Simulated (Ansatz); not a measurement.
`C[SiH2][Te][SiH3]` → C• + 8 H• + 2 Si• + Te•  (atomization)

Calculated with Ansatz (gas phase, PBE0-D4/def2-TZVP geometries, no zero-point term in ΔE). CCSD(T)/CBS adds triple-zeta CCSD(T) − MP2 to the extrapolated MP2 energy (def2 sets, frozen cores). This one scheme is used for every species, atoms too. Functionals use def2-TZVPP. B3LYP here is the variant with VWN-RPA as its local correlation; programs differ in this. HSE06 is defined as in plane-wave codes. No spin–orbit coupling; open shells (•) take unrestricted orbitals. Spin–orbit coupling would lower the free atoms: a little for C, Si; strongly for Te. Elements past krypton have def2 core potentials. Bonds to Te are less sure, by a few kJ/mol each and by 10 to 20 or more in all where they break to atoms, as the def2 sets lack core-valence functions. One conformer a species, not always the lowest.

`C[SiH2][Te][SiH3]`:

Z-matrix (Å, degrees):
```
C
Si 1 1.867
H 1 1.092 2 110.8
H 1 1.092 2 110.5 3 119.9
H 1 1.094 2 110.3 3 -119.9
Te 2 2.502 1 112.2 3 -60.2
H 2 1.486 1 111.1 3 -177.9
H 2 1.488 1 110.5 3 60.9
Si 6 2.489 2 91.3 1 73.3
H 9 1.485 6 110.9 2 62.6
H 9 1.486 6 111.1 2 -58.3
H 9 1.484 6 107.1 2 -177.6
```

```csv
level,ΔE (eV),difference from CCSD(T)/CBS
LDA (SPW92),43.25,4.06
PBE-D4,38.86,-0.33
BLYP-D4,38.51,-0.68
r2SCAN-D4,38.96,-0.23
B97M-V,39.04,-0.15
PBE0-D4,38.73,-0.46
B3LYP-D4,38.94,-0.25
r2SCANh-D4,38.86,-0.33
r2SCAN0-D4,38.73,-0.46
HSE06-D4,38.75,-0.44
BHLYP-D4,38.50,-0.69
CAM-B3LYP-D4,38.95,-0.24
ωB97X-V,39.22,0.03
ωB97M-V,38.91,-0.28
B2PLYP,38.37,-0.82
PBE-QIDH,38.61,-0.58
PBE,38.53,-0.66
revPBE,37.44,-1.75
BLYP,37.81,-1.38
PBE0,38.45,-0.74
B3LYP,38.40,-0.79
r2SCAN0,38.63,-0.56
HSE06,38.47,-0.72
BHLYP,38.02,-1.17
CAM-B3LYP,38.65,-0.54
LC-ωPBE,38.34,-0.85
HF/def2-SVP,29.23,-9.96
MP2/def2-SVP,36.20,-2.99
CCSD/def2-SVP,36.12,-3.07
CCSD(T)/def2-SVP,36.42,-2.77
HF/def2-TZVPP,29.41,-9.78
MP2/def2-TZVPP,37.98,-1.21
SCS-MP2/def2-TZVPP,38.21,-0.98
CCSD/def2-TZVPP,37.63,-1.56
CCSD(T)/def2-TZVPP,38.06,-1.13
HF/def2-QZVPP,29.47,-9.72
MP2/def2-QZVPP,38.65,-0.54
SCS-MP2/def2-QZVPP,38.95,-0.24
HF/CBS(def2),29.48,-9.71
MP2/CBS(def2),39.11,-0.08
CCSD(T)/CBS,39.19,0
```

Largest T1 diagnostic among the species: 0.012.

Leaving LDA and LC-ωPBE aside and taking each functional with its dispersion term where it has one, the values, not all of them listed here, spread over 0.96 eV, from revPBE-D4 to ωB97X-V. LDA lies +4.72 eV from PBE without D4, its usual overbinding. At CCSD(T), def2-SVP lies −2.77 eV from the extrapolated value and def2-TZVPP −1.13 eV: correlation converges slowly with the basis, and small sets miss more of it in the bonded molecule than in its fragments.

For atomizations the MP2-based limit and the directly extrapolated one differ by several kJ/mol either way, and by 10 to 25 for some Ge, Se and Sn compounds, so smaller differences from it don't rank the levels.
